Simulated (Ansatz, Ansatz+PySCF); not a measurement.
```xyz
5

B     0.0000    0.0000    0.0000
F     0.8103    0.8103    0.8103
F     0.8103   -0.8103   -0.8103
F    -0.8103    0.8103   -0.8103
F    -0.8103   -0.8103    0.8103
```

RHF on singlet BF₄(-) was run in several spherical basis sets with Ansatz (development build ahead of 0.2.0). Caution: no diffuse functions for an anion.

Rank the basis sets by the total energy that they give, lowest first, with the distance from the lowest.
A. def2-TZVP
B. def2-SVP
C. 6-31G(d)

A (0.00 eV), C (5.72 eV), B (14.55 eV).

Totals follow the description of the cores as much as that of the bonds, so this order isn't one of quality for chemistry.
